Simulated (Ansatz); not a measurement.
```yaml
crystal:
  periodic: [false, false, false]
  atoms:
    - {symbol: Ge, position_ang: [-0.118269, -0.342111, 0.334231]}
    - {symbol: O, position_ang: [1.408868, -0.157512, -0.573255]}
    - {symbol: O, position_ang: [-1.015607, 1.078192, 0.782469]}
    - {symbol: O, position_ang: [-1.607707, 0.352030, -0.494319]}
    - {symbol: H, position_ang: [1.427766, 0.661019, -1.160586]}
    - {symbol: H, position_ang: [-0.096603, -1.611422, 1.144830]}
basis:
  gaussian: {orbitals: cc-pVTZ-DK}
magnetization: {spin_polarized: true, initial_magnetization: 2}
hamiltonian: {xc: {name: PBEsol}}
scf: {omitted_lower_state_checks: [starts]}
```

```sh
$ ansatz run in.yaml --threads 4 --pin off --events-out ev --progress --plain --max-ram 3916MiB
```

Output, abridged:

```
Functional definition: PBEsol
  name "PBEsol"
  cite "Perdew et al., Phys. Rev. Lett. 100, 136406 (2008) doi:10.1103/PhysRevLett.100.136406"
  cite "Perdew, Burke & Ernzerhof, Phys. Rev. Lett. 77, 3865 (1996) doi:10.1103/PhysRevLett.77.3865"
  parent pbesol
  exchange = pbesol_x
  correlation = pbesol_c
these checks for a lower state are left out or cut short: starts
994 factors; their error is unknown
mean field evaluation 1: about -63200.6468 eV, gradient 5.6e1 eV
mean field evaluation 2: about -63132.1178 eV, gradient 1.4e2 eV
mean field evaluation 4: about -63206.8332 eV, gradient 3.2e1 eV
mean field evaluation 8: about -63210.6788 eV, gradient 2.6e-1 eV
mean field evaluation 16: about -63210.6641 eV, gradient 6.3e-4 eV
mean field -63210.66407098 eV, -2322.9490588816 hartree, gradient 3.7e-5 eV, S^2 2.010374; 0 other end points of the search recorded, 0 dependent functions left out
reference -63210.66410814 eV, -2322.9490602470 hartree; 30, 28 occupied and 131, 133 virtual orbitals, 994 factors
Total energy: -63210.66410814 eV, -2322.9490602470 hartree
Relativity: scalar
Checks for a lower state left out: starts
```

Hardware: 4 threads of Arm Neoverse V2 on a shared host. Wall time 1.8 s.

DK, ANO-RCC and x2c sets are all-electron and run with scalar relativity unless a key says otherwise.
